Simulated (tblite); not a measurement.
C2H8O4Si2.
Structure used (GFN2-xTB), in Å, numbered top down from 1:
```xyz
16
C2H8O4Si2 angstrom
O     -0.1483    2.2898    1.3649
Si     0.0260    0.8600    0.6357
O      1.5999    0.6457    0.3566
Si     2.6855   -0.3652   -0.3141
O     -0.6786   -0.3368    1.4980
C     -1.6223   -1.0284    0.7284
C     -1.9460   -0.1665   -0.5114
O     -0.8698    0.7055   -0.7210
H      0.6353    2.7671    1.6221
H      3.9281    0.3529   -0.0449
H      2.4006   -0.5093   -1.7412
H      2.6183   -1.6625    0.3607
H     -1.1929   -1.9900    0.4262
H     -2.5116   -1.2055    1.3368
H     -2.0853   -0.7790   -1.4048
H     -2.8463    0.4311   -0.3359
```

Computed with GFN2-xTB (tblite): harmonic, unscaled wavenumbers at the GFN2-xTB geometry, gas phase. Against measured fundamentals such values can be off by several per cent, at times by over 20. Modes of hydrogen on silicon can be 10 to 20 % off. One conformer, not necessarily the lowest.

Harmonic wavenumbers (cm⁻¹): 35.3, 55.4, 59.9, 99.4, 105.9, 131.0, 209.5, 235.6, 279.2, 328.4, 440.8, 600.9, 614.4, 647.9, 657.6, 749.0, 782.0, 800.8, 807.9, 818.7, 872.8, 877.2, 948.2, 974.0, 1084.1, 1096.3, 1097.4, 1126.1, 1197.0, 1199.1, 1299.7, 1315.1, 1471.3, 1485.2, 2237.5, 2259.5, 2280.8, 2909.4, 2927.2, 2961.2, 2962.9, 3686.0.

A = 2247, B = 1104, C = 932.7 MHz; mass 151.996 u (most abundant isotopes); point group C1, symmetry number 1.

Problem. Zero-point energy?

Solution. ½Σν̃ = 23364 cm⁻¹ = 66.80 kcal/mol.

Problem. Entropy at 200 K, 1 bar (ideal gas, RRHO, classical rotation)?

Solution. Translation 39.01, rotation 28.13, vibration 24.96: S = 92.1 cal/(mol K).

Problem. And Cp and H(200 K) − H(0)?

Solution. Cp = 29.99 cal/(mol K), of which vibrations give 22.04 (their classical limit is 42 R = 83.5); H(200 K) − H(0) = 4.09 kcal/mol without the zero-point energy, 2.50 from vibrations.

Problem. Blend soft modes into free rotors: weight 1/[1 + (100 cm⁻¹/ν̃)⁴] for the oscillator and the rest for a rotor with moment μB/(μ + B), μ = h/(8π²ν), B = 10⁻⁴⁴ kg m². What vibrational entropy results?

Solution. 22.27 cal/(mol K) in place of 24.96, which changes −T·S at 200 K by +0.54 kcal/mol.

Problem. Which modes carry the vibrational entropy at 200 K?

Solution. 35.3 cm⁻¹: 4.72; 55.4 cm⁻¹: 3.83; 59.9 cm⁻¹: 3.68; 99.4 cm⁻¹: 2.70; 105.9 cm⁻¹: 2.58; 131.0 cm⁻¹: 2.18 cal/(mol K); the other 36 give 5.29 together.

Problem. What must be added to the electronic energy to get the Gibbs energy at 200 K and 1 bar?

Solution. ZPE + [H(200 K) − H(0)] − T·S = 66.80 + 4.09 − 18.42 = 52.47 kcal/mol.

Hindered rotation and anharmonicity are outside this model. Other conformers, if any are populated, would add a mixing term that is left out. The structure is chiral; the term R ln 2 for an equal mix with its mirror image is left out.
